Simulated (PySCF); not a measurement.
# A survey of 15N NMR shifts

A single conformation, equivalent nuclei averaged, in vacuum, relativity neglected. PBE0/pcSseg-1 with gauge-including orbitals; geometry: GFN2-xTB; PySCF.

Shieldings were converted by a linear fit to measured shifts: 15N (scatter 6.3 ppm rms vs CH3NO2, solution or neat liquid). Occasional misses reach two or three times the rms, and more in compound classes unlike the fitted ones.

Problem. Give the 15N shifts of `[SiH3]N([SiH3])c1cccc2c1C2`, `Cn1ncc(F)n1`, `Fc1cccc2nn[nH]c12`, `[H]/N=C1\CC[C@H]1C(F)(F)F`.

Solution. 
```csv
compound,environment,δ (ppm)
[SiH3]N([SiH3])c1cccc2c1C2,aniline-type nitrogen,-347.1
[CH3:1][n:2]1[n:3][cH:4][c:5]([F:6])[n:7]1,N3: pyridine-type nitrogen of an azole,-51.1
[CH3:1][n:2]1[n:3][cH:4][c:5]([F:6])[n:7]1,N7: pyridine-type nitrogen of an azole,-87.6
[CH3:1][n:2]1[n:3][cH:4][c:5]([F:6])[n:7]1,N2: pyrrole-type ring nitrogen,-164.4
[F:1][c:2]1[cH:3][cH:4][cH:5][c:6]2[n:7][n:8][nH:9][c:10]12,N8: pyridine-type nitrogen of an azole,-13.7
[F:1][c:2]1[cH:3][cH:4][cH:5][c:6]2[n:7][n:8][nH:9][c:10]12,N7: pyridine-type nitrogen of an azole,-49.9
[F:1][c:2]1[cH:3][cH:4][cH:5][c:6]2[n:7][n:8][nH:9][c:10]12,N9: pyrrole-type ring nitrogen,-185.4
[H]/N=C1\CC[C@H]1C(F)(F)F,imine nitrogen,-66.0
```

Problem. Order these by 15N shift, lowest first.
A. C#C[C@](C)(N)C(F)(F)F
B. [SiH3][C@@]1(c2ccccn2)C[SiH2]1
C. C/C=N\O

Solution. A (-335.3 ppm, amine nitrogen), B (-78.8 ppm, pyridine-type ring nitrogen), C (-6.0 ppm, oxime nitrogen).
